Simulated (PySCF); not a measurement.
Spectra and structures to be paired. Method: TDDFT PBE0/def2-SVPD, vertical, gas phase, core orbitals frozen in the response (PySCF). Geometries: GFN2-xTB; one conformer of each isolated species. Triplets are in the Tamm–Dancoff approximation.

A. `CN(C)[SiH2]N(C)C`
B. `FC(F)Oc1cccnn1`
C. `FC(=C)/C(=C\C)Cl`

Lowest singlet levels (six at most, fewer where fewer were computed) with oscillator strengths:

1. 234 nm (f 0.468); 210 nm (f 0.000); 206 nm (f 0.067); 196 nm (f 0.000); 185 nm (f 0.011); 171 nm (f 0.008); T1 2.98 eV
2. 349 nm (f 0.003); 281 nm (f 0.000); 231 nm (f 0.043); 199 nm (f 0.000); 195 nm (f 0.068); 182 nm (f 0.002); T1 2.81 eV
3. 216 nm (f 0.005); 215 nm (f 0.033); 205 nm (f 0.014); 204 nm (f 0.042); 189 nm (f 0.009); 187 nm (f 0.017); T1 5.59 eV

Question: Which spectrum belongs to which structure?

Answer: 1 = C, 2 = B, 3 = A.
- A: S1 at 5.75 eV, HOMO→LUMO (72%), HOMO-1→LUMO+1 (26%); Löwdin shares by element: HOMO nitrogen 57%, silicon 6%, carbon 5% or more (atoms not listed hold the other 32%); LUMO carbon 27% or more, silicon 17% (atoms not listed hold the other 56%); HOMO -6.26 and LUMO 0.65 eV; point group C2.
- B: S1 at 3.56 eV, HOMO→LUMO (99%); Löwdin shares by element: HOMO nitrogen 74%, carbon 15% or more; LUMO carbon 42% or more, nitrogen 39% (atoms not listed hold the other 20%); HOMO -7.25 and LUMO -1.99 eV.
- C: S1 at 5.30 eV, HOMO→LUMO (95%); Löwdin shares by element: HOMO carbon 73% or more (atoms not listed hold the other 27%); LUMO carbon 76% or more (atoms not listed hold the other 24%); HOMO -6.95 and LUMO -1.38 eV.

Without π bonds the low states may be Rydberg-like; a valence basis with one diffuse set may place them up to an eV too high.
